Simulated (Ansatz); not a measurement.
Job for Ansatz (a program for electronic structure): R-r2SCAN/def2-TZVPPD on HCl (SMILES Cl) with ghost functions, monomers drawn apart or pushed together. Files ending in .json are basis or fitting sets from the Basis Set Exchange.

Ansatz 0.2 input:
```yaml
crystal:
  periodic: [false, false, false]
  atoms:
    - {symbol: Cl, position_ang: [-0.17401669, -0.02806795, 0.46864118]}
    - {symbol: H, position_ang: [-0.20298857, 0.22866111, 1.76144123]}
basis:
  gaussian:
    orbitals: def2-TZVPPD.json
    ghost_atoms:
      - {symbol: C, position_ang: [-1.10441719, -0.54532714, 3.86232169]}
      - {symbol: O, position_ang: [-0.18814655, 0.38380339, 3.30105488]}
      - {symbol: C, position_ang: [1.14188045, 0.20345830, 3.76617834]}
      - {symbol: H, position_ang: [-1.15288742, -0.42662778, 4.94918053]}
      - {symbol: H, position_ang: [-0.81539652, -1.57460345, 3.62432404]}
      - {symbol: H, position_ang: [-2.08018803, -0.33480340, 3.42997337]}
      - {symbol: H, position_ang: [1.19290061, 0.35473894, 4.84886872]}
      - {symbol: H, position_ang: [1.76013713, 0.94579032, 3.26610152]}
      - {symbol: H, position_ang: [1.50998993, -0.79932089, 3.52427514]}
hamiltonian:
  xc: {name: r2SCAN}
scf: {lower_state_search: off}
```

Output:

```
WARN ansatz: RAYON_NUM_THREADS=1 ignored (pool sized by the plan → 1); use --threads N
Functional definition: r2SCAN
these checks for a lower state are left out or cut short: stability, starts, cluster_reference, orbital_swaps, neighbouring_geometries, increment
integrals: 0.22 GiB planned
1189 factors; their error is unknown
mean field: 1.62 GiB planned
mean field evaluation 1: about -12538.3963 eV, gradient 1.0e1 eV
mean field evaluation 2: about -12538.4349 eV, gradient 1.1e1 eV
mean field evaluation 4: about -12538.6388 eV, gradient 5.0e-1 eV
mean field evaluation 8: about -12538.6317 eV, gradient 1.6e-3 eV
mean field -12538.63174630 eV, -460.7862176867 hartree, gradient 4.8e-6 eV, S^2 0.000000; 0 other end points of the search recorded, 0 dependent functions left out
reference -12538.63176441 eV, -460.7862183521 hartree; 9, 9 occupied and 275, 275 virtual orbitals, 1189 factors
Total energy: -12538.63176441 eV, -460.7862183521 hartree
Checks for a lower state left out: stability, starts, cluster_reference, orbital_swaps, neighbouring_geometries, increment
```

The calculation finished and met its thresholds.

Cost: around 5 core-seconds (rough).
